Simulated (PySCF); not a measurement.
## Dipole moment and polarisability of B(SiH3)3

Compound: B(SiH3)3.
Geometry (PBE0-D3(BJ)/def2-SVP, Å), atoms numbered from 1 in this order:
```xyz
13
BH9Si3 angstrom
B      0.005   -0.005    0.023
Si     2.014    0.035   -0.018
H      2.635    1.395    0.033
H      2.460   -0.642   -1.281
H      2.541   -0.767    1.136
Si    -1.034    1.716    0.038
H     -0.547    2.604    1.142
H     -2.518    1.574    0.162
H     -0.739    2.408   -1.262
Si    -0.971   -1.762    0.005
H     -0.109   -2.981   -0.091
H     -1.940   -1.777   -1.139
H     -1.767   -1.848    1.274
```

Level: CAM-B3LYP/def2-SVPD (PySCF), static field, nuclei fixed, core orbitals frozen in the response. The polarisability tensor in these axes (au):

```
x   115.01  -0.01  -0.41
y    -0.01 114.98   0.05
z    -0.41   0.05  85.88
```

Task: Give the principal values, the mean and the anisotropy Δα = √{½[(α1 − α2)² + (α2 − α3)² + (α1 − α3)²]}.

Result: Principal values 85.88, 114.98 and 115.01 au; mean 105.29 au = 15.60 Å³ = 17.36 × 10⁻⁴⁰ C²·m²/J; Δα = 29.12 au (28 % of the mean).

Task: What is the dipole moment?

Result: 0.05 D at this geometry.

Task: What would n − 1 = 2πNα be for an ideal gas of these molecules at 500 K and 1 atm, electronic part alone?

Result: N = p/kT = 1.4678 × 10¹⁹ cm⁻³, so n − 1 = 2π × N × 15.60 × 10⁻²⁴ cm³ = 1439 × 10⁻⁶ at long wavelengths.

Task: In TDDFT the mean static polarisability is Σ f/ω² over all singlet excitations (ω in hartree). How much of it do the 10 lowest give? Their energies (eV) and oscillator strengths: 3.32, 0.0000; 3.33, 0.0000; 5.84, 0.0128; 6.23, 0.1070; 6.23, 0.1082; 6.35, 0.0003; 6.35, 0.0003; 6.66, 0.0003; 7.33, 0.0013; 7.34, 0.0017.

Result: They add up to 4.44 au, 4.2 % of the 105.29 au; the largest single term is 2.06 au, from the state at 6.23 eV. Terms in order: 0.00, 0.00, 0.28, 2.04, 2.06, 0.01, 0.00, 0.01, 0.02, 0.02 au. Higher excitations give the rest. The strengths listed sum to 0.232.

Task: Find the Langevin capture rate constant for NH4+ (18.034 u) meeting this molecule (104.011 u), k = 2.342 × 10⁻⁹ cm³/s × √(α in Å³ / reduced mass in u).

Result: The reduced mass is 15.37 u, so k = 2.36 × 10⁻⁹ cm³/s.

Task: Rayleigh depolarisation ratio (linearly polarised light, static tensor)?

Result: ρ = 3Δα²/(45ᾱ² + 4Δα²) = 2543.8/(498859 + 3391.8) = 0.00506.

Isolated species at its PBE0-D3(BJ)/def2-SVP geometry, gas phase.
